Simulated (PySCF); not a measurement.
A structure optimised at PBE-D3(BJ)/def2-SVP, used in a PySCF frequency run:

```
C
C 1 1.3425
H 2 1.0996 1 122.49
H 1 1.1033 2 118.12 3 0.00
C 1 1.4964 4 115.08 2 -180.00
F 5 1.3712 1 109.44 4 -58.66
F 5 1.3712 6 107.29 1 -118.66
H 5 1.1124 6 108.69 7 -117.36
Br 2 1.8940 3 112.27 1 -180.00
```
Charge 0, spin multiplicity 1.

### Question
Write its SMILES, formula and point group.

### Answer
FC(F)/C=C\Br, C3H3BrF2, Cs

### Question
What are its rotational constants (standard atomic weights)?

### Answer
5.3457, 0.91129, 0.90823 GHz
